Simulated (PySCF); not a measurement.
HKO, triplet, at the geometry of the source list (a higher spin typed on purpose: for a closed-shell molecule this is an excited state). Base run: DF-TPSS/6-31G (PySCF).

PySCF was given this input:
```python
from pyscf import gto, scf, dft

mol = gto.Mole()
mol.atom = '''
    K    -1.19540000   -0.72060000   -0.97020000
    O     0.41450000   -0.04720000    0.31440000
    H     0.78090000    0.76790000    0.65580000
'''
mol.basis = '6-31g'
mol.spin = 2
mol.verbose = 4
mol.build()

mf = dft.UKS(mol)
mf.xc = 'tpss'
mf = mf.density_fit(auxbasis='def2-universal-jkfit')
mf.kernel()
mf.analyze()
```

Each row names what was changed in the base input (with any setting that the change needs).

```csv
change,basis functions,E (Eh),HOMO (eV),dipole (D)
base,28,-675.58598,-2.16,2.73
basis = STO-3G,19,-668.43143,1.27,3.33
basis = LANL2DZ,23,-103.82772,-2.08,2.82
basis = 3-21G,28,-672.19899,-2.15,3.00
basis = pcseg-0,30,-674.24672,-2.27,2.88
basis = 6-31G**,41,-675.60415,-2.16,2.72
basis = pc-1,43,-675.60289,-2.14,2.52
basis = def2-SVPD,58,-675.51698,-2.18,2.15
basis = 6-311G**,63,-675.66960,-2.13,2.54
basis = aug-pcseg-1,65,-675.57096,-2.17,1.65
basis = 6-311++G**,72,-675.67340,-2.17,1.90
basis = def2-TZVPP,78,-675.68045,-2.18,2.50
basis = def2-TZVPD,85,-675.68049,-2.19,1.98
```

Totals compare only among sets that treat the same electrons; sets with core potentials leave the core out.

Open shells are given as the SCF converged; they aren't shown to be the lowest states, and a large step between rows can be another state.
